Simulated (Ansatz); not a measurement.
Start from `F[SiH2]N[Si](F)(Cl)Cl` and change one atom or group to get `F[SiH](Cl)Cl`.

Ansatz, PBE0-D4/def2-TZVP geometries, multiplicity 1. Each molecule was computed in one conformer, which needn't be the lowest.

```tsv
property	`F[SiH2]N[Si](F)(Cl)Cl`
HOMO–LUMO gap (PBE0/def2-TZVPP) / eV	8.98
LUMO energy (ωB97M-V/def2-TZVPP) / eV	1.73
HOMO–LUMO gap (B3LYP/def2-TZVPP) / eV	8.42
HOMO–LUMO gap (ωB97M-V/def2-TZVPP) / eV	12.91
HOMO energy (B3LYP/def2-TZVPP) / eV	-8.60
ideal-gas entropy at 298 K and 1 bar (rigid rotor, harmonic PBE0-D4/def2-TZVP) / J/(mol·K)	425
```

Q: Give the same properties after the change, and the shifts. (Best estimate.)

A: The calculation gave: 
```csv
property,`F[SiH](Cl)Cl`,shift
HOMO–LUMO gap (PBE0/def2-TZVPP) / eV,9.87,0.89
LUMO energy (ωB97M-V/def2-TZVPP) / eV,2.13,0.40
HOMO–LUMO gap (B3LYP/def2-TZVPP) / eV,9.36,0.94
HOMO–LUMO gap (ωB97M-V/def2-TZVPP) / eV,14.03,1.12
HOMO energy (B3LYP/def2-TZVPP) / eV,-9.36,-0.76
"ideal-gas entropy at 298 K and 1 bar (rigid rotor, harmonic PBE0-D4/def2-TZVP) / J/(mol·K)",311,-114
```

With PBE0 the HOMO falls by 0.77 eV and the LUMO rises by 0.12 eV, so the gap widens by about 0.89 eV. PBE moves the HOMO by -0.77 eV and ωB97M-V by -0.71 eV. The zero-point energy changes by -76.3 kJ/mol with -15 modes. Modes under 60 cm⁻¹, often nearly free rotors, make the harmonic entropy too high.

B3LYP here is the variant with VWN-RPA as its local correlation; programs differ in this.
